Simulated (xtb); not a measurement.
C₆H₁₅Al, triplet, from a rough starting geometry (GFN-xTB shapes and energies of metal compounds can be far from the true ones) (a higher spin typed on purpose: for a closed-shell molecule this is an excited state); GFN2-xTB (xtb).

Here is a job for xtb.
```
$ xtb mol.xyz --gfn 2 --uhf 2 --opt vtight --json

# file mol.xyz
22

Al     0.05439097     0.09999716     0.38160398
C      1.56243422     0.66798018    -0.76295431
C      1.38640777     0.75242971    -2.27810263
H      2.36733282    -0.08673571    -0.58959575
H      2.04057255     1.59958733    -0.39897132
H      0.63198626     1.58512824    -2.54754164
H      0.91452347    -0.16469044    -2.67604868
H      2.24530339     1.02183734    -2.81687028
C     -1.83562333    -0.18464041    -0.27864340
C     -2.32930136     0.70802437    -1.40809884
H     -2.55252053    -0.13961766     0.56023167
H     -1.95153452    -1.29432235    -0.64100728
H     -1.72003300     0.57646136    -2.33688513
H     -2.27897771     1.74005517    -1.15036993
H     -3.36619395     0.46265276    -1.63532996
C      0.39532652    -0.18061426     2.34658908
C      0.85026572    -1.60180834     2.61159273
H     -0.48339981    -0.00782014     3.01112722
H      1.19616856     0.47783945     2.69479231
H      1.75136120    -1.94504850     2.10308680
H      0.14136107    -2.36188549     2.39551101
H      1.02134048    -1.74560768     3.67525312
```

What the program printed (banner, timings and long lists left out):

```
   ID    Z sym.   atoms
    1   13 Al     1
    2    6 C      2, 3, 9, 10, 16, 17
    3    1 H      4-8, 11-15, 18-22

           -------------------------------------------------
          |                Calculation Setup                |
           -------------------------------------------------

           -------------------------------------------------
          |                 G F N 2 - x T B                 |
           -------------------------------------------------

          ...................................................
          :                      SETUP                      :
          :.................................................:
          :  # basis functions                  49          :
          :  # atomic orbitals                  48          :
          :  # shells                           30          :
          :  # electrons                        42          :
          :  max. iterations                   250          :
          :  Hamiltonian                  GFN2-xTB          :
          :  restarted?                      false          :
          :  GBSA solvation                  false          :
          :  PC potential                    false          :
          :  electronic temp.          300.0000000     K    :
          :  accuracy                    1.0000000          :
          :  -> integral cutoff          0.2500000E+02      :
          :  -> integral neglect         0.1000000E-07      :
          :  -> SCF convergence          0.1000000E-05 Eh   :
          :  -> wf. convergence          0.1000000E-03 e    :
          :  Broyden damping             0.4000000          :
          :  net charge                          0          :
          :  unpaired electrons                  2          :
          ...................................................

 iter      E             dE          RMSdq      gap      omega  full diag
   1    -21.5178184 -0.215178E+02  0.517E+00    0.10       0.0  T
   2    -21.4250927  0.927257E-01  0.693E+00    2.06       1.0  T
   3    -21.6061370 -0.181044E+00  0.515E+00    0.72       1.0  T
   4    -21.6287668 -0.226298E-01  0.475E+00    0.72       1.0  T
   5    -21.5790857  0.496811E-01  0.446E+00    0.79       1.0  T
   6    -21.5985554 -0.194697E-01  0.264E+00    0.94       1.0  T
   7    -21.5813215  0.172339E-01  0.230E+00    1.03       1.0  T
   8    -21.6112277 -0.299062E-01  0.161E+00    1.08       1.0  T
[...]
 * total energy  :   -21.3808096 Eh     change       -0.8710435E-06 Eh
 * total energy  :   -21.3808101 Eh     change       -0.4700758E-06 Eh
 * total energy  :   -21.3808102 Eh     change       -0.8670698E-07 Eh
 * total energy  :   -21.3808105 Eh     change       -0.3186177E-06 Eh
 * total energy  :   -21.3808109 Eh     change       -0.3846220E-06 Eh
 * total energy  :   -21.3808111 Eh     change       -0.2440019E-06 Eh
 * total energy  :   -21.3808113 Eh     change       -0.1846750E-06 Eh
 * total energy  :   -21.3808115 Eh     change       -0.1559047E-06 Eh
 * total energy  :   -21.3808116 Eh     change       -0.1737975E-06 Eh
 * total energy  :   -21.3808119 Eh     change       -0.2285018E-06 Eh
 * total energy  :   -21.3808121 Eh     change       -0.2471211E-06 Eh
 * total energy  :   -21.3808121 Eh     change       -0.8355883E-08 Eh
   *** GEOMETRY OPTIMIZATION CONVERGED AFTER 94 ITERATIONS ***
         :: total energy             -21.380812116219 Eh    ::
[...]
     1  13 Al   2.498 --     9 C    0.716     2 C    0.712    16 C    0.669
     2   6 C    3.640 --     3 C    1.024     5 H    0.939     4 H    0.936
                             1 Al   0.712
     3   6 C    3.985 --     2 C    1.024     7 H    0.980     6 H    0.980
                             8 H    0.964
     4   1 H    0.993 --     2 C    0.936
     5   1 H    0.993 --     2 C    0.939
     6   1 H    0.997 --     3 C    0.980
     7   1 H    0.997 --     3 C    0.980
     8   1 H    0.979 --     3 C    0.964
     9   6 C    3.642 --    10 C    1.024    11 H    0.939    12 H    0.936
                             1 Al   0.716
    10   6 C    3.985 --     9 C    1.024    13 H    0.980    14 H    0.980
                            15 H    0.965
    11   1 H    0.992 --     9 C    0.939
    12   1 H    0.993 --     9 C    0.936
    13   1 H    0.997 --    10 C    0.980
    14   1 H    0.997 --    10 C    0.980
    15   1 H    0.979 --    10 C    0.965
    16   6 C    3.613 --    17 C    1.028    19 H    0.943    18 H    0.942
                             1 Al   0.669
    17   6 C    3.986 --    16 C    1.028    20 H    0.980    21 H    0.980
                            22 H    0.961
    18   1 H    0.992 --    16 C    0.942
    19   1 H    0.992 --    16 C    0.943
    20   1 H    0.996 --    17 C    0.980
    21   1 H    0.996 --    17 C    0.980
    22   1 H    0.979 --    17 C    0.961
 ---------------------------------------------------------------------------

Topologies differ in total number of bonds
Writing topology from bond orders to xtbtopo.mol

molecular dipole:
                 x           y           z       tot (Debye)
 q only:       -0.011       0.124      -0.024
   full:        0.030      -0.229      -0.054       0.602
molecular quadrupole (traceless):
                xx          xy          yy          xz          yz          zz
 q only:       -0.917      -0.395       1.450       0.096      -0.270      -0.533
  q+dip:        1.059       0.264      -1.164      -0.165      -0.342       0.105
   full:        1.070       0.304      -2.437       0.145      -0.938       1.367

optimized geometry written to: xtbopt.xyz

           -------------------------------------------------
          | TOTAL ENERGY              -21.380812116219 Eh   |
          | GRADIENT NORM               0.000040676652 Eh/α |
          | HOMO-LUMO GAP               3.062505677053 eV   |
           -------------------------------------------------
```
